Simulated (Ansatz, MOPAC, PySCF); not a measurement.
System: H₂Be, singlet: symmetric bend, bond length relaxed. Scanned: H-Be-H angle. Other coordinates (Be-H bond length) were minimised at B3LYP/def2-TZVP.

PM6, restricted, heats of formation (MOPAC); RKS-B3LYP/6-31G* = restricted B3LYP/6-31G*, spherical d (PySCF 2.14.0); AM1, restricted, heats of formation (MOPAC); FCI/cc-pVQZ = full CI/cc-pVQZ, frozen core run with Ansatz (a quantum-chemistry and plane-wave program).

Energies relative to the lowest point of each profile, in kJ/mol; the last columns give the difference from FCI:

| a / ° | PM6 | RKS-B3LYP/6-31G* | AM1 | FCI/cc-pVQZ | PM6 − FCI/cc-pVQZ | RKS-B3LYP/6-31G* − FCI/cc-pVQZ | AM1 − FCI/cc-pVQZ |
|---|---|---|---|---|---|---|---|
| 180 | 0.0 | 0.0 | 0.0 | 0.0 | 0.0 | 0.0 | 0.0 |
| 169.02 | 2.7 | 2.6 | 2.1 | 2.4 | 0.3 | 0.2 | -0.3 |
| 160.30 | 8.9 | 8.4 | 6.6 | 7.8 | 1.0 | 0.6 | -1.2 |
| 151.98 | 18.1 | 17.1 | 13.3 | 16.0 | 2.1 | 1.1 | -2.7 |
| 137.79 | 41.5 | 39.1 | 29.9 | 36.9 | 4.6 | 2.2 | -7.0 |
| 132.37 | 53.2 | 50.1 | 37.9 | 47.4 | 5.7 | 2.6 | -9.5 |
| 121.56 | 81.0 | 76.4 | 56.2 | 72.9 | 8.2 | 3.5 | -16.7 |
| 110.79 | 115.3 | 109.2 | 77.0 | 104.8 | 10.5 | 4.4 | -27.7 |
| 99.75 | 157.4 | 150.3 | 99.6 | 145.1 | 12.3 | 5.2 | -45.5 |
| 91.34 | 194.1 | 187.5 | 116.0 | 181.7 | 12.4 | 5.8 | -65.7 |
| 78.76 | 255.7 | 253.9 | 134.2 | 247.1 | 8.6 | 6.9 | -112.8 |
| 68.02 | 312.5 | 321.8 | 136.0 | 313.7 | -1.2 | 8.1 | -177.7 |
| 60 | 355.4 | 378.6 | 122.6 | 368.9 | -13.5 | 9.7 | -246.3 |

PM6 is furthest from FCI/cc-pVQZ at 60 (-13.5 kJ/mol, below); its mean absolute difference over the points is 6.2 kJ/mol.

RKS-B3LYP/6-31G* is furthest from FCI/cc-pVQZ at 60 (9.7 kJ/mol, above); its mean absolute difference over the points is 3.9 kJ/mol.

AM1 is furthest from FCI/cc-pVQZ at 60 (-246.3 kJ/mol, below); its mean absolute difference over the points is 54.9 kJ/mol.
